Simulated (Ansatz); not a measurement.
Worked example: vertical energy of the quartet above the doublet of GaHCl (SMILES [Cl][GaH])

GaHCl has 3 atoms, charge 0, and is taken as a doublet. SMILES: `[Cl][GaH]`. The coordinates come from a PBE0-D4/def2-TZVP relaxation.

```xyz
3

Cl    1.5307   -0.1913    0.8057
Ga   -0.3311   -0.5835   -0.2328
H    -1.2105    0.7100   -0.5863
```

Both states at this one shape; open shells run unrestricted unless said. 1 Eh = 27.2114 eV.

| level | program | doublet GaHCl (Eh) | quartet GaHCl (Eh) |
| --- | --- | --- | --- |
| UBHLYP/STO-3G | Ansatz | -2358.106514 | -2358.070270 |
| UPBE0/STO-3G | Ansatz | -2357.690306 | -2357.642155 |
| UHSE06/STO-3G | Ansatz | -2357.678081 | -2357.629523 |
| UB2PLYP/STO-3G, 14 core orbitals frozen | Ansatz | -2357.541861 | -2357.507712 |

Question: Work out the vertical gap, second state less first, at each level.

Answer: 
1. UBHLYP/STO-3G: -2358.070270 − (-2358.106514) = 0.036244 Eh = 0.99 eV.
2. UPBE0/STO-3G: -2357.642155 − (-2357.690306) = 0.048151 Eh = 1.31 eV.
3. UHSE06/STO-3G: -2357.629523 − (-2357.678081) = 0.048558 Eh = 1.32 eV.
4. UB2PLYP/STO-3G: -2357.507712 − (-2357.541861) = 0.034149 Eh = 0.93 eV.

No measured value is set beside it here; the levels span 0.93 to 1.32 eV. Minimal sets are far from the basis-set limit. All-electron rows are non-relativistic unless named.
